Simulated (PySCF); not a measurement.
## Potential energy of CsK⁺ along the bond

Set-up: basis Cs def2-SVP with ECP46, K def2-SVP; scalar-relativistic core potentials; PySCF 2.14. Energies in eV from Cs⁺ + K in their ground configurations at the same level. State: ²Σ⁺ (doublet), unpaired electrons σ ↑.

| R (Å) | ωB97X | UHF-MP2 |
| --- | --- | --- |
| 4.327 | -0.4101 | -0.4386 |
| 4.529 | -0.4618 | -0.4915 |
| 4.730 | -0.4954 | -0.5239 |
| 4.881 | -0.5109 | -0.5373 |
| 5.032 | -0.5195 | -0.5431 |
| 5.183 | -0.5220 | -0.5427 |
| 5.384 | -0.5174 | -0.5345 |
| 5.636 | -0.5016 | -0.5147 |
| 5.938 | -0.4720 | -0.4807 |
| 6.340 | -0.4206 | -0.4244 |

Problem. Put a parabola through the three lowest points of the ωB97X curve and estimate Re, k and ωe (reduced mass 30.13 u; 1 eV/Å² = 0.16022 mdyn/Å; ωe = 1302.8·√(k/μ) cm⁻¹).

Solution. Through R = 5.032, 5.183, 5.384 Å the second-order coefficient is 0.112 eV/Å², so Re ≈ 5.181 Å, k ≈ 0.0359 mdyn/Å and ωe ≈ 45 cm⁻¹. A polynomial fit of higher order to the unrounded ωB97X energies gives Re = 5.175 Å, k = 0.0364 mdyn/Å, ωe = 45.3 cm⁻¹; anharmonicity and rounding make the difference.

The higher-order fit for each curve: ωB97X: Re = 5.175 Å, ωe = 45.3 cm⁻¹, De = 0.52 eV; UHF-MP2: Re = 5.096 Å, ωe = 47.4 cm⁻¹, De = 0.54 eV.

Correlated steps freeze 5 core orbitals. Correlated levels converge slowly with the basis: in double zeta they bind strong bonds too weakly, by up to about 1 eV, and carry superposition errors of some tenths. Spin–orbit coupling is left out. For an ion De counts to the pair picked by the measured ionisation energies or electron affinities, which need not be the lowest pair at this level. The state was picked by a PBE0 search and need not be the measured ground state.
